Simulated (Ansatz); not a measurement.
`[AlH2][C]#C[O][SbH2]` + H₂ → `C#C[O][SbH2]` + `[AlH3]` at 298.15 K and 1 bar (hydrogenolysis of a C–Al bond).

Program: Ansatz. Geometries: PBE0-D4/def2-TZVP. ΔE: electronic, gas phase. CCSD(T)/CBS is the MP2 limit (def2-TZVPP, def2-QZVPP) plus CCSD(T) − MP2 in def2-TZVPP, frozen cores. This one scheme is used for every species. def2 core potentials past Kr. For Sb outer-core shells are correlated without core-valence functions, which leaves a few kJ/mol of doubt a bond.

```tsv
species	CCSD(T)/CBS energy (Eh)	H − E (kJ/mol)	S (J/(mol·K))
`[AlH2][C]#C[O][SbH2]`	-635.62561	131.1	390.1
H₂	-1.17544	35.1	130.4
`C#C[O][SbH2]`	-392.99526	112.0	323.6
`[AlH3]`	-243.78045	58.9	207.5
```

H − E and S are ideal-gas, rigid-rotor, harmonic terms from PBE0-D4/def2-TZVP. For small species the MP2-based limit differs from directly extrapolated CCSD(T) by up to some mEh (0.8 for H₂); such offsets cancel only in part. 1 Eh = 2625.50 kJ/mol, R = 8.31446 J/(mol·K).

Problem. By hand: ΔE, ΔH, ΔS and ΔG.

Solution. ΔE = (-392.99526) + (-243.78045) − (-635.62561) − (-1.17544) = 0.02534 Eh = 66.5 kJ/mol. Δ(H − E) = 112.0 + 58.9 − 131.1 − 35.1 = 4.7, so ΔH = 71.2 kJ/mol. ΔS = 323.6 + 207.5 − 390.1 − 130.4 = 10.6 J/(mol·K). ΔG = 71.2 − 298.15 × (10.6)/1000 = 68.0 kJ/mol.

Problem. By hand: the equilibrium constant, and the temperature at which ΔG would vanish if ΔH and ΔS stayed fixed.

Solution. log₁₀ K = −ΔG/(RT ln 10) = -11.9. ΔG = 0 at ΔH/ΔS = 6717 K, far beyond where these terms or the molecules hold.

The number of gas molecules stays the same, so ΔS is small and ΔH decides. A doubt of 5 kJ/mol in ΔE shifts log₁₀ K by 0.9 here. Modes under 60 cm⁻¹, often nearly free rotors, make the harmonic entropy too high. These are equilibria of isolated gas molecules and say nothing of rates. Largest T1 diagnostic: 0.015 (customary marks: 0.02 for closed shells, 0.045 for open ones).
